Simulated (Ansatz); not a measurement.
```yaml
crystal:
  periodic: [false, false, false]
  atoms:
    - {symbol: S, position_ang: [-1.613052, 1.240600, -0.793586]}
    - {symbol: S, position_ang: [0.202355, 0.512182, -1.454874]}
    - {symbol: Si, position_ang: [0.902096, -0.226395, 0.414513]}
    - {symbol: Cl, position_ang: [-0.214942, -1.823804, 1.056152]}
    - {symbol: H, position_ang: [-2.314811, 0.097315, -0.903462]}
    - {symbol: H, position_ang: [2.290214, -0.691046, 0.186174]}
    - {symbol: H, position_ang: [0.809240, 0.823048, 1.449284]}
basis:
  gaussian: {orbitals: def2-mTZVPP}
total_charge: -1
magnetization: {spin_polarized: true, initial_magnetization: 1}
hamiltonian: {xc: {name: PBE0}}
```

```sh
$ ansatz run in.yaml --threads 2 --pin off --events-out ev --progress --plain --max-ram 4352MiB
```

Output, abridged:

```
Functional definition: PBE0
1121 factors; integrals over basis functions are off by at most 8.8e-4 eV
mean field evaluation 1: about -42106.6632 eV, gradient 1.0e1 eV
mean field evaluation 2: about -42106.4656 eV, gradient 1.2e1 eV
mean field evaluation 4: about -42107.3514 eV, gradient 7.9e-1 eV
mean field evaluation 8: about -42107.3580 eV, gradient 3.0e-2 eV
mean field evaluation 16: about -42107.3580 eV, gradient 1.5e-4 eV
mean field -42107.35803712 eV, -1547.4168664716 hartree, gradient 2.8e-5 eV, S^2 0.753318; 4 other end points of the search recorded, 0 dependent functions left out
reference -42107.35806609 eV, -1547.4168675362 hartree; 34, 33 occupied and 89, 90 virtual orbitals, 1121 factors
Total energy: -42107.35806609 eV, -1547.4168675362 hartree
```

Run time 3.5 s (2 threads of an Intel Xeon 6975P-C on a shared host); peak host memory 0.4 GiB.
